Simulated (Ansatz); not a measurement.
The same path of AlH3O3 + H2 (9 atoms, charge 0, multiplicity 1) was run twice with different band settings. Lost on the way: H8–H9. Made: Al1–H8, O2–H9.

Computed with RHF/cc-pVDZ (Ansatz).

Relaxed end points:

```xyz
9
Properties=species:S:1:pos:R:3
Al 0.031 -0.512 0.256
O -0.124 -0.701 1.943
H -0.914 -0.713 2.455
O 1.604 -0.573 -0.394
H 1.795 -0.502 -1.314
O -1.286 -0.319 -0.816
H -2.204 -0.284 -0.608
H -0.037 2.429 0.498
H 0.164 2.224 1.190
```

```xyz
9
Properties=species:S:1:pos:R:3
Al 0.031 0.536 -0.134
O 0.018 0.124 1.854
H -0.820 -0.313 1.987
O 1.467 -0.151 -0.803
H 1.632 -1.072 -0.915
O -1.466 -0.371 -0.183
H -1.920 -0.657 -0.958
H 0.000 2.120 -0.120
H 0.087 0.833 2.481
```

Common settings: movable images 7; climbing image yes; spring 5.0 eV/Å²; optimiser quadratic models (default); force threshold 0.05 eV/Å; iteration limit 60; end points relaxed.

| run | start path |
| --- | --- |
| 1 | through a guess of the saddle point |
| 2 | straight line |

Q: What does each run give, and how far can it be trusted?

A: Run 1: converged after 30 iterations, highest image 1.333 eV above the first end. The profile has 2 maxima (images 1, 4) with wells between them (image 2): this band takes more than one step, which may be the mechanism or a detour left from its start path. A vibrational analysis at the climbing image gives one clearly imaginary mode, 1716i cm⁻¹: a first-order saddle point.
Run 2: converged after 28 iterations, highest image 1.333 eV above the first end. The profile has 2 maxima (images 1, 4) with wells between them (image 2): this band takes more than one step, which may be the mechanism or a detour left from its start path. Another band between the same ends (7 images) ends at a top of the same energy, where a vibrational analysis finds 1 clearly imaginary mode.
The orbitals stay closed-shell, which can raise the energy where a bond breaks towards radicals; this wasn't checked here.
